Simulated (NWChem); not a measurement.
System: Si₂H₆TeO; SMILES [SiH3]O[Te][SiH3]

The following NWChem deck was run.

```
start job
memory heap 200 mb stack 900 mb global 1100 mb
geometry units angstroms noautoz
  Te    -0.633154     0.504144    -0.019412
  Si     1.666047     1.504624    -0.049518
  H      1.484717     2.862450    -0.646939
  H      2.586503     0.686323    -0.890420
  H      2.207868     1.614570     1.334802
  O      0.016206    -1.217144     0.804685
  Si     0.325552    -2.570637    -0.128639
  H     -0.902603    -3.036937    -0.844823
  H      0.790571    -3.628888     0.813194
  H      1.387356    -2.300054    -1.148689
end
basis spherical
  Te library def2-tzvp
  Si library def2-tzvp
  H library def2-tzvp
  O library def2-tzvp
end
ecp
  Te library def2-ecp
end
dft
  xc xpbe96 cpbe96
  iterations 150
  semidirect filesize 400000000
  mulliken
end
task dft energy
```

Structure relaxed at the PBE0/def2-SVP level. No frequency run checked for a minimum. def2 effective core potentials on Te; no spin-orbit coupling.

Problem. Predict the main results of this run. (PBE/def2-TZVP with def2 effective core potentials on Te.) Quantities: basis functions; energy (Ha); highest occupied level (eV); orbital gap (eV); dipole (D).

Solution. 
| Item | Result |
|---|---|
| number of basis functions | 191 |
| energy (Ha) | -925.52 |
| highest occupied level (eV) | -5.44 |
| orbital gap (eV) | 2.25 |
| dipole (D) | 1.33 |
